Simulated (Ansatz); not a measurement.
Correlation energies of C8H16O2Ti (`CC1=CC(C)=[O+][Ti-]([CH3])([CH3])([CH3])[O]1`) by basis set

```xyz
27

C     3.4055    0.1178    0.0494
C     1.9352    0.3823    0.0941
C     1.4496    1.6763    0.2731
C     0.0902    1.9179    0.4629
C    -0.4007    3.2855    0.8125
O    -0.7953    1.0123    0.3809
Ti   -0.8017   -0.9495   -0.0588
C    -2.5095   -0.4596   -1.1652
C    -1.3968   -2.0503    1.5829
C    -0.3208   -2.2862   -1.5959
O     1.1830   -0.6344   -0.0134
H     3.6518   -0.3711   -0.8962
H     3.6677   -0.5804    0.8479
H     3.9937    1.0280    0.1541
H     2.1488    2.4952    0.3607
H     0.4059    4.0152    0.8620
H    -1.1371    3.6019    0.0702
H    -0.9151    3.2448    1.7759
H    -3.0540   -1.3611   -1.4593
H    -3.1442    0.1624   -0.5238
H    -2.2580    0.1108   -2.0640
H    -0.9081   -1.6985    2.4975
H    -1.1423   -3.1045    1.4268
H    -2.4825   -1.9644    1.7046
H    -1.1713   -2.9324   -1.8299
H    -0.0133   -1.7626   -2.5056
H     0.5194   -2.8953   -1.2434
```

Charge 0, multiplicity 1. Correlated methods include outer-core shells of Ti, which these sets cover unevenly. Scalar relativity is left out up to krypton. The structure was optimised at the PBE0-D4/def2-TZVP level. Frozen core, restricted reference, the Gaussian-basis code of Ansatz.

```
     basis      HF (Eh)  MP2 corr.
  def2-SVP  -1309.96729   -1.78583
def2-TZVPP  -1310.61167   -2.25982
def2-QZVPP  -1310.64768   -2.41830
```

(1) Estimate the CCSD correlation energy and the (T) correction in each basis where they were run (hartree).

## Answers

(1) 
| basis | CCSD corr. | (T) |
| --- | --- | --- |
| def2-SVP | -1.88484 | -0.07466 |
| def2-TZVPP | -2.33179 | -0.11356 |
